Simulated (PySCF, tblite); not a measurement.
Isomers of C8H11F2P, one GFN2-xTB conformer each. Single-point energies are computed at PBE0/pcSseg-1 (PySCF, gas phase, no added dispersion term), electronic only.

Problem. Rank them by PBE0/pcSseg-1 energy, lowest first (kcal/mol).
A. `[CH3:1][CH2:2][c:3]1[c:4]([F:5])[cH:6][c:7]([F:8])[p:9]1[CH2:10][CH3:11]` with C1–C2–C3–C4 -102°, C7–P9–C10–C11 78°
B. `[CH3:1][CH2:2][c:3]1[cH:4][c:5]([F:6])[c:7]([F:8])[p:9]1[CH2:10][CH3:11]` with C1–C2–C3–C4 108°, C7–P9–C10–C11 -76°

Solution. A (0.0), B (4.8).

GFN2-xTB itself gives, in the same order: 0.0, 2.8. Both levels put the same isomer lowest.

Problem. Which frontier levels, dipoles and rotational constants go with these structures?

Solution. 
```
           SMILES  HOMO (eV, PBE0/pcSseg-1)  LUMO (eV)  dipole (D)       A, B, C (MHz)
CCc1c(F)cc(F)p1CC                     -6.44      -1.25        1.83  1234, 761.0, 552.2
CCc1cc(F)c(F)p1CC                     -6.44      -1.27        3.31  1070, 845.4, 538.0
```

Problem. What happens when harmonic zero-point energies from GFN2-xTB frequencies are added?

Solution. 
| SMILES | ZPE (kcal/mol) | electronic (kcal/mol) | with ZPE (kcal/mol) |
| --- | --- | --- | --- |
| CCc1c(F)cc(F)p1CC | 106.3 | 0.0 | 0.0 |
| CCc1cc(F)c(F)p1CC | 106.3 | 4.8 | 4.8 |

The zero-point energies span 0.0 kcal/mol. The order is unchanged.
